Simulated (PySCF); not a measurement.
Molecule: SMILES Pc1ccccc1, C6H7P.

Mapped SMILES: `[PH2:1][c:2]1[cH:3][cH:4][cH:5][cH:6][cH:7]1`. Hydrogens are named by the atom that carries them.

Geometry PBE0-D3(BJ)/def2-SVP throughout; GIAO in PySCF 2.14.0 with density-fitted response routines, gas phase, one conformer, non-relativistic; equivalent atoms averaged; basis pcSseg-1.

**Question.** How do the shifts δ (against H3PO4, TMS at the same level) depend on the functional? (ppm; last column core-seconds on 1 thread of an Arm Neoverse V1, shared host; the GGAs took longer than the global hybrids here, which isn't the general rule, and the cause wasn't traced)

**Answer.** 
| functional | kind | P1 | C2 | C3/C7 | C4/C6 | C5 | H(C3)/H(C7) | H(C4)/H(C6) | H(C5) | H(P1) | core-s |
| --- | --- | --- | --- | --- | --- | --- | --- | --- | --- | --- | --- |
| LDA | LDA | -146.2 | 143.3 | 139.0 | 137.0 | 134.4 | 7.40 | 7.30 | 7.19 | 4.44 | 21 |
| PBE | GGA | -132.6 | 136.8 | 133.8 | 131.5 | 129.3 | 7.30 | 7.20 | 7.10 | 4.28 | 24 |
| KT3 | GGA | -119.4 | 126.2 | 124.5 | 121.9 | 119.9 | 7.10 | 7.00 | 6.91 | 4.14 | 24 |
| PBE0 | global hybrid | -137.2 | 138.4 | 136.3 | 134.0 | 132.0 | 7.42 | 7.34 | 7.25 | 4.28 | 14 |
| B97-2 | global hybrid | -129.6 | 135.3 | 133.2 | 130.9 | 129.0 | 7.34 | 7.26 | 7.18 | 4.24 | 14 |
| wB97X-D | range-separated hybrid | -138.4 | 139.2 | 137.4 | 135.2 | 133.4 | 7.44 | 7.37 | 7.28 | 4.24 | 19 |

**Question.** Which nucleus moves most, in ppm?

**Answer.** P1 (phosphorus bonded to C, 2 H): from -146.2 ppm with LDA to -119.4 ppm with KT3. The smallest spread is 0.31 ppm, at H(P1). Proton shifts span only some 12 ppm, so a few tenths of a ppm matter as much there as several ppm in carbon.
